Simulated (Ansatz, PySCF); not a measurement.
Molecule: sum formula SiHCl (charge 0, singlet). 
Coordinates optimised at B3LYP-D3(BJ)/def2-TZVP (Ansatz, a quantum-chemistry and plane-wave program):
SMILES: [SiH]Cl
```xyz
3

Si     0.7933    -0.2087     0.7471
H      1.8312    -0.4893    -0.3363
Cl    -0.7611     0.2007    -0.5955
```
Charge 0, spin multiplicity 1.

Total electronic energies in hartree. Cores are frozen in the correlated levels unless marked. Spin-orbit coupling is left out. No relativistic terms. CBS(X,Y): correlation extrapolated as X^-3; Hartree-Fock from the larger set (for Q and 5 zeta extrapolated as (X+1)exp(-9√X)).

The Hartree-Fock reference is unstable (checked in the largest basis), which strains HF and MP2. 

```csv
level,program,energy (Eh)
HF/aug-cc-pV(T+d)Z,Ansatz,-749.04436
"HF/CBS(cc-pV(Q+d)Z,cc-pV(5+d)Z)",Ansatz,-749.0512
B97M-V/def2-TZVPD,Ansatz,-750.10996
TPSSh-D4/def2-TZVPD,PySCF + dftd4,?
PW6B95-D3(BJ)/def2-TZVPD,PySCF + dftd3,?
M06-2X/def2-TZVPD,PySCF,-750.26816
B2GP-PLYP-D4/def2-TZVPD,Ansatz + dftd4,-749.96350
MP2/aug-cc-pV(Q+d)Z,Ansatz,-749.36974
MP2/cc-pV(5+d)Z,Ansatz,-749.37918
"MP2/CBS(aug-cc-pV(T+d)Z,aug-cc-pV(Q+d)Z)",Ansatz,-749.3873
CCSD/STO-3G,Ansatz,-740.80828
CCSD/aug-cc-pV(T+d)Z,Ansatz,-749.37345
CCSD(T)/cc-pVTZ,Ansatz,-749.37662
CCSDT/cc-pV(D+d)Z,Ansatz,-749.27562
"CCSD(T)/CBS(cc-pV(Q+d)Z,cc-pV(5+d)Z)",Ansatz,-749.4330
```

Question: Fill in the missing entries.

Answer: 
- TPSSh-D4/def2-TZVPD, energy (Eh): -750.33651
- PW6B95-D3(BJ)/def2-TZVPD, energy (Eh): -750.92096
